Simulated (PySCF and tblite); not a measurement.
The numbers below are computed, except where a source is named.
C5H3FO2S, numbered as in [CH2:1]=[CH:2][c:3]1[s:4][c:5](=[O:6])[o:7][c:8]1[F:9].

Search: ETKDG and KDG, MMFF94s, GFN2-xTB, 60 starts; geometries at GFN2-xTB. Energies: B3LYP-D3(BJ)/pcSseg-1 (IEF-PCM, cyclohexane), with GFN2-xTB thermal terms (modes under about 100 cm⁻¹ blended into free rotors). Symmetry numbers and mirror images are counted. Conformers within 3 kcal/mol (GFN2-xTB free energy) were kept, 10 at most. GIAO shieldings: B3LYP/pcSseg-1 (IEF-PCM, cyclohexane). Shifts are against TMS (¹H), TMS (¹³C) at the same level; of two unlike H on one atom, a is the less shielded. Run with PySCF (density fitting) and tblite.

Task: What shifts does this protocol give at 298.15 K under fast conformational exchange?

Result: ¹H: 6.83 (H2, 1H), 5.56 (H1a, 1H), 5.42 (H1b, 1H) ppm. ¹³C: 168.2 (C5), 157.3 (C8), 129.6 (C2), 123.3 (C1), 110.2 (C3) ppm.

Task: How do the conformers differ?

Result: Torsions listed: C1–C2–C3–S4.
```
conformer  shape  weight %
        1     0°      98.7
        2   178°       1.3
```

```tsv
signal	1	2	average
H1a	5.55	5.92	5.56
H1b	5.41	6.09	5.42
H2	6.84	6.13	6.83
C1	123.2	127.8	123.3
C2	129.6	129.1	129.6
C3	110.3	106.7	110.2
C5	168.2	168.5	168.2
C8	157.3	157.0	157.3
```

Shifts are unscaled: against experiment ¹³C can be off by 15 ppm or more and ¹H by 0.8 ppm.


Conformer gaps in pcSseg-1 on xTB geometries can be 2 kcal/mol off for S=O, P=O and other polar bonds.